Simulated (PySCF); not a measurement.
Below is a simulated gas-phase P 2p photoelectron spectrum of P4Se4 realgar, P4Se4.

Every computed line was given a Gaussian of 0.7 eV full width at half maximum and an area set by the number of equivalent atoms (split 2:1 within a doublet); the highest printed point is 100. Computed with PySCF 2.14.0, delta-SCF UKS SCAN, pcX-2 on the ionised atom, pcseg-1 elsewhere, spin-free X2C.

binding energy (eV), intensity and a bar:
```
    136.0          0 
    136.1          1 
    136.2          3 #
    136.3          8 ##
    136.4         15 #####
    136.5         28 ########
    136.6         45 ##############
    136.7         65 ####################
    136.8         84 #########################
    136.9         97 #############################
    137.0        100 ##############################
    137.1         93 ############################
    137.2         79 ########################
    137.3         63 ###################
    137.4         50 ###############
    137.5         44 #############
    137.6         44 #############
    137.7         48 ##############
    137.8         51 ###############
    137.9         50 ###############
    138.0         45 ##############
    138.1         37 ###########
    138.2         27 ########
    138.3         17 #####
    138.4         10 ###
    138.5          5 ##
    138.6          2 #
    138.7          1 
    138.8          0 
    138.9          0
```

Q: Count the maxima, the lines and the sites behind this envelope.

A: The curve has 2 maxima (at 137.0 and 137.8 eV). Under it lie 2 lines from 1 inequivalent phosphorus site, drawn as a 2p3/2, 2p1/2 pair.

Q: Decompose the envelope and assign each component. Bonds: P1–Se2, P1–P5, P1–Se8, Se2–P3, P3–Se4, P3–P7, Se4–P5, P5–Se6, Se6–P7, P7–Se8.

A: 
```csv
position (eV),relative area,line,atoms,environment
136.97,2.67,P 2p3/2,P1/P3/P5/P7,phosphorus bonded to P and 2 Se
137.87,1.33,P 2p1/2,P1/P3/P5/P7,phosphorus bonded to P and 2 Se
```

Q: What are the centre and the root-mean-square width of the whole band?

A: The area-weighted mean of the lines is 137.27 eV. Their own spread about it is 0.42 eV (rms) and each Gaussian has σ = 0.7/2.355 = 0.30 eV; the variances add, which gives 0.52 eV.

No satellites, vibrations or lifetime broadening are included. Atoms equivalent by their bonding share one computed value, that of the first of them. Spin–orbit and ligand-field terms were added within each 2p shell after the spin-free SCF. 2p1/2 minus 2p3/2 (ligand field included): P 0.89 eV. The structure is a single PBE0-D3(BJ)/def2-SVP conformer in the gas phase; no vibrational or solvent corrections.

Hardware: an Intel Xeon Platinum 8259CL at 2.50 GHz with one thread, shared host with 96 logical CPUs at a one-minute load of 18. Cost: 23 s of wall time, 0.61 GiB resident at most.
